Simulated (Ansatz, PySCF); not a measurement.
Two conformers of CH5BO2 (SMILES COBO), B3LYP-D3(BJ)/def2-TZVP minima.
Conformer 1 (charge 0, multiplicity 1):
```xyz
9

C      1.2494    -0.2072     0.4354
O      0.4217     0.8376    -0.0763
B     -0.8653     0.6061    -0.4154
O     -1.3954    -0.6471    -0.2700
H      0.8377    -0.6123     1.3613
H      1.3457    -1.0179    -0.2887
H      2.2292     0.2240     0.6311
H     -1.5074     1.5202    -0.8380
H     -2.3158    -0.7032    -0.5395
```
Conformer 2 (charge 0, multiplicity 1):
```tsv
atom	x (Å)	y (Å)	z (Å)
C	-1.3447	0.2039	-0.1550
O	0.0465	0.4897	-0.2050
B	0.9857	-0.3959	0.2177
O	2.3027	-0.0660	0.1460
H	-1.7549	0.2583	-1.1642
H	-1.5330	-0.7898	0.2570
H	-1.8385	0.9509	0.4677
H	0.6908	-1.4670	0.6552
H	2.4453	0.8158	-0.2195
```

No zero-point or thermal terms.

Correlated levels freeze the cores. Rows in 6-311+G**, 6-31G* carry no dispersion term and start afresh at each structure (6-31G* with six Cartesian d functions). MP2/6-31G* freezes PySCF's default core.

Codes used: Ansatz (a quantum-chemistry and plane-wave program); PySCF for 6-311+G** rows, 6-31G* rows, the dispersion terms. Each number belongs to the level named beside it.

```csv
level,electronic energy of conformer 2 less that of conformer 1 (kcal/mol)
BP86/6-31G*,-0.63
revPBE-D3(BJ)/def2-TZVPP,-0.24
B3LYP/6-311+G**,-0.34
PBE0-D3(BJ)/def2-TZVPP,-0.26
BHLYP-D3(BJ)/def2-TZVPP,-0.16
CAM-B3LYP-D3(BJ)/def2-TZVPP,-0.20
MP2/6-31G*,-0.16
SCS-MP2/cc-pVTZ,-0.11
CCSD(T)/cc-pVDZ,___
```

Complete the blanks.


- CCSD(T)/cc-pVDZ, electronic energy of conformer 2 less that of conformer 1 (kcal/mol): -0.48
